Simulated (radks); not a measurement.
Initial-state core-level shifts of the ruthenium ion Ru+ when its valence configuration changes from [Kr] 4d7. All-electron calculation, Dirac Kohn-Sham, LDA (Slater exchange, Perdew-Wang correlation), spin-unpolarised, spherical densities, point nucleus; open shells are shared between the two j in proportion to 2j + 1. Program: a radial shooting solver on a logarithmic mesh with Libxc functionals. Shifts are changes of the shell-averaged eigenvalues in eV (positive: less bound).

| valence | 1s | 2s | 3d | 4s |
|---|---|---|---|---|
| 4d6.5 5s0.5 | -1.873 | -1.992 | -1.967 | -1.811 |
| 4d6 5s1 | -3.865 | -4.115 | -4.055 | -3.708 |
| 4d6 5p1 | -5.207 | -5.422 | -5.377 | -5.044 |
| 4d5 5s2 | -8.203 | -8.757 | -8.593 | -7.738 |
| 4d6 5s0.5 5p0.5 | -4.544 | -4.777 | -4.724 | -4.384 |
| 4d6.5 5p0.5 | -2.556 | -2.656 | -2.638 | -2.495 |
| 4d4 5s1 5p2 | -15.537 | -16.416 | -16.112 | -14.518 |
| 4d5.5 5s1.5 | -5.976 | -6.371 | -6.265 | -5.686 |
| 4d5 5s1 5p1 | -9.528 | -10.056 | -9.903 | -9.043 |
